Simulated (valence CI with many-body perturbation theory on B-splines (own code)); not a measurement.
Results of a calculation; reference values are marked as such.
## Mn10+: what the settings do

Method: configuration interaction combined with many-body perturbation theory (CI+MBPT): five valence electrons over a frozen Dirac-Fock core [Ne], a basis of 6 s, 6 p, 5 d, 3 f, 1 g functions for each j, with the one-electron correlation potential Σ1 (screened to all orders), the two-electron term Σ2, the three-electron term Σ3, Breit, model QED; selected single and double excitations, second order for the rest, scaled by the run's own slope (own B-spline code, finite nucleus).

No measured levels were compared; by estimate levels of excited configurations hold to 0.05 to 0.15 % of their energy, terms of the ground configuration to about 0.5 %. Among the levels kept, up to 1100 cm⁻¹ of a level comes from second order outside the variational space, and about a tenth of that is noise between levels of different J, which matters for small intervals.

The reference run has the lowest level 3s2 3p3 4S°_3/2 and an ionisation energy of 283.050 eV. Its largest variational space holds 9981 state functions.

Names give the largest LS component (configuration and term), which can be under half, so a name can repeat, a term be missing and a line seem to break the LS rules; names also repeat where a configuration has a term twice.

Changed runs:
A. correlating orbitals by l 3 3 3 2 1 → 3 4 4 0 2; logarithmic knot step 0.27 → 0.33
B. correlating orbitals by l 3 3 3 2 1 → 4 4 0 0 0
C. QED terms on → off; logarithmic knot step 0.27 → 0.4
D. Davidson iteration limit 60 → 1 (bad on purpose)

Excitation energies of the reference run in cm⁻¹, and shifts in cm⁻¹:

| Level | Reference | A | B | C | D |
| --- | --- | --- | --- | --- | --- |
| 3s2 3p3 2D°_3/2 | 39825 | +1390 | +2145 | +8.1 | +287 |
| 3s2 3p3 2D°_5/2 | 43139 | +1395 | +2154 | -5.9 | +350 |
| 3s2 3p3 2P°_1/2 | 69521 | +1412 | +2220 | +0.5 | -198 |
| 3s2 3p3 2P°_3/2 | 74115 | +1381 | +2173 | -19 | +271 |
| 3s 3p4 4P_5/2 | 253970 | -486 | -221 | +415 | +1785 |
| 3s 3p4 4P_3/2 | 261676 | -496 | -240 | +394 | +1303 |
| 3s 3p4 4P_1/2 | 265269 | -487 | -227 | +386 | +270 |
| 3s 3p4 2D_3/2 | 314805 | +662 | +1363 | +357 | +1661 |
| 3s 3p4 2D_5/2 | 316201 | +652 | +1358 | +353 | +2180 |
| 3s2 3p2 3d 2P_3/2 | 361712 | +1536 | +1979 | +224 | +1817 |
| 3s 3p4 2P_1/2 | 366166 | +1639 | +2291 | +270 | +998 |
| 3s 3p4 2S_1/2 | 379789 | +1655 | +2662 | +300 | +971 |
| Ionisation energy (eV) | 283.050 | -0.170 | -0.262 | -0.0048 | -0.110 |

Run D: The Davidson iterations stopped at their limit.
